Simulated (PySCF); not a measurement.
[PySCF: GFN2-xTB geometry; GIAO PBE0/pcSseg-1 shieldings; single conformer; isolated molecule; fast rotation and ring inversion assumed for equivalent nuclei; non-relativistic Hamiltonian]

Referencing at the same level of theory: TMS for ¹H (31.72 ppm), ¹³C (186.93 ppm). Shifts are as computed. Against solution values, carbons near 30 ppm lie about +3 ppm off and those near 130 ppm about +5 ppm; carbons on Cl a further +6 ppm. Of 1211 compounds with measured shifts, 218 miss one by over three times the rms of a fit or turn the order of signals round; such compounds aren't used in these exercises. Carbons bonded to Cl come out too deshielded.

**Question.** How many ¹³C and ¹H signals does each give (equivalence by symmetry and fast rotation, but not about amide C–N or C=N bonds)? `C#CCC#C/C=N\C`, `N#C[C@]12C[C@@H]3[C@H](C1)[C@@H]32`, `[SiH3]C#C[SiH2]C(Cl)Cl`, `CC1=C(F)[P@@]1(=O)C1CCC1`

**Answer.** C#CCC#C/C=N\C: 7 C, 4 H; N#C[C@]12C[C@@H]3[C@H](C1)[C@@H]32: 5 C, 4 H; [SiH3]C#C[SiH2]C(Cl)Cl: 3 C, 3 H; CC1=C(F)[P@@]1(=O)C1CCC1: 7 C, 8 H.
